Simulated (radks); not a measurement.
Problem. Species: Xe3+. Configuration: [Kr] 4d10 5s2 5p3. Calculated with a radial shooting solver on a logarithmic mesh with Libxc functionals: Dirac Kohn-Sham, PBE, spin-unpolarised, spherical densities, point nucleus; open shells are shared between the two j in proportion to 2j + 1. Some entries of the table are withheld. Estimate them.

orbital  occ.  eigenvalue (eV)  <1/r> (bohr^-1)
1s1/2       2        -34381.68            58.12
2s1/2       2        -5377.703            13.59
2p1/2       2        -5054.269            13.57
2p3/2       4        -4729.619            12.47
3s1/2       2        -1127.011            4.860
3p1/2       2        -992.6259            4.770
3p3/2       4        -930.9568            4.499
3d3/2       4        -694.6024            4.355
3d5/2       6        -681.5694            4.286
4s1/2       2        -230.9359              (1)
4p1/2       2        -183.3445            1.860
4p3/2       4        -171.0278            1.772
4d3/2       4         -94.0017            1.532
4d5/2       6         -92.0021            1.510
5s1/2       2         -50.2012           0.7524
5p1/2       1              (2)           0.6627
5p3/2       2              (3)           0.6367

Solution. 
(1) 4s1/2 <1/r> (bohr^-1): 1.968
(2) 5p1/2 eigenvalue (eV): -38.1033
(3) 5p3/2 eigenvalue (eV): -36.3998
